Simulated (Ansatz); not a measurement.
Reaction (redistribution): `O[SiH](F)[SiH2]Br` + `[F][Hf]([F])([F])[I]` → `O[SiH](F)[SiH2]I` + `[F][Hf]([F])([F])[Br]`

Program: Ansatz. Geometries: PBE0-D4/def2-TZVP. ΔE: electronic, gas phase. CBS: MP2 limit from def2 TZ/QZ plus the TZ coupled-cluster correction, frozen cores. Functionals use def2-TZVPP. Elements past krypton have def2 core potentials. For Br, Hf, I outer-core shells are correlated without core-valence functions, which leaves a few kJ/mol of doubt a bond. Scalar relativity is left out up to krypton. Each species was taken in one conformer, which may not be the lowest.

| level | ΔE (kcal/mol) |
| --- | --- |
| r2SCAN | -2.3 |
| MP2/def2-QZVPP | -2.0 |

(1) What does CCSD(T)/CBS give? (Estimate.)

Largest T1 diagnostic among the species: 0.015.

Answers

(1) Computed: -2.5 kcal/mol. The listed levels differ from it by 0.2, 0.5 kcal/mol.

Leaving LDA and LC-ωPBE aside and taking each functional with its dispersion term where it has one, the values, not all of them listed here, spread over 0.9 kcal/mol, from revPBE-D4 to B2PLYP.
